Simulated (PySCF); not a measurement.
HgI, SMILES [I][Hg] (connectivity only; charge and spin as stated), neutral, multiplicity 2.

Coordinates come from a B3LYP-D3(BJ)/def2-TZVP optimisation. The spin state was assumed, not searched. The def2 effective core potentials stand for the cores of Hg, I; spin–orbit coupling is left out.

Method: B3LYP-D3(BJ)/def2-TZVP (PySCF 2.14.0).

Frequencies are harmonic and unscaled.

```tsv
mode	ν (cm⁻¹)	IR (km/mol)	moving atoms (share of kinetic energy)
1	108	1.0	I 61 %, Hg 39 %
```
